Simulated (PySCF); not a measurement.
Zn(NH2)(SMe) (CH5NSZn), SMILES C[S][Zn][NH2]. Heavy atoms are numbered as in [Zn:1]([NH2:2])[S:5][CH3:6]. Hydrogens are named by the atom that carries them.

Coordinates come from a ωB97X-D3(BJ)/def2-SVP optimisation. The structure was generated by enumeration; whether it is a known compound was not checked. The values are those of a single conformer.

Calculation: PySCF with B3LYP/pcSseg-1.

GIAO shieldings, no solvent; atoms alike by connectivity are averaged. δ = σ(ref) − σ: ¹⁵N against NH3 (σ = 265.5 ppm); ¹H against TMS (σ = 31.68 ppm); ³³S against H2S (σ = 695.8 ppm); ¹³C against TMS (σ = 181.3 ppm), references at their B3LYP-D3(BJ)/def2-TZVP geometries, non-relativistic.

### Question
Estimate the chemical shifts. (The exact figures need the calculation; the answer reports its results.)

### Answer

```
nucleus     atoms  count  δ (ppm)
-------  --------  -----  -------
¹⁵N      N2 (NH2)      1     -6.9
¹H        H on C6      3     2.27
¹H        H on N2      2     0.02
³³S            S5      1      7.1
¹³C      C6 (CH3)      1     13.9
```
